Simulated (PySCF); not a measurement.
# SnC⁺: frontier orbitals

B3LYP at R = 2.132 Å; PySCF, scalar-relativistic core potentials, basis sets Sn cc-pVDZ-PP with ECP28, C cc-pVDZ. State: ⁴Σ⁻ (quartet), unpaired electrons σ ↑, π ↑↑. Only the outer orbitals are listed, counted within each symmetry, core potentials removing the inner ones.

```tsv
spin	orbital	occ.	ε (eV)	on Sn (%)	main shells (%)
α	5σ	1	-23.68	24	72 C s, 19 Sn s
α	6σ	1	-18.28	69	68 Sn s, 21 C s, 9 C p
α	7σ	1	-13.69	41	57 C p, 30 Sn p, 10 Sn s
α	3π	1	-13.40	25	75 C p, 23 Sn p
α	3π	1	-13.40	25	75 C p, 23 Sn p
α	4π	0	-9.01	78	77 Sn p, 22 C p
α	4π	0	-9.01	78	77 Sn p, 22 C p
α	8σ	0	-5.60	87	74 Sn p, 16 C p, 9 Sn d
β	5σ	1	-21.13	45	49 C s, 40 Sn s
β	6σ	1	-16.49	65	55 Sn s, 35 C s, 9 Sn p
β	3π	0	-10.08	74	73 Sn p, 26 C p
β	3π	0	-10.08	74	73 Sn p, 26 C p
β	7σ	0	-9.72	39	49 C p, 36 Sn p, 12 C s
```

Task: Which are the highest filled and the lowest empty level, where do they sit, and how wide is the gap?

Result: Highest filled α 3π at -13.40 eV (in %: 75 C p, 23 Sn p); lowest empty β 3π at -10.08 eV (in %: 73 Sn p, 26 C p); the gap at B3LYP is 3.32 eV. Both belong to one degenerate shell, split only by its one-sided filling, so this is no excitation gap.

```json
{
 "bond order (Mayer)": "1.47",
 "⟨S²⟩": "3.752",
 "charge on Sn (Mulliken, basis-dependent)": "1.06",
 "charge on Sn (Löwdin, basis-dependent)": "1.04",
 "dipole moment (positive dipole points towards C; it is taken about the centre of mass and depends on that origin)": "-0.78 D",
 "polarisability along the bond": "55.6 bohr³",
 "polarisability across the bond": "25.6 bohr³"
}
```

Spin–orbit coupling is left out. The state is the lowest determinant that a PBE0 search found; another state may lie lower at other levels.
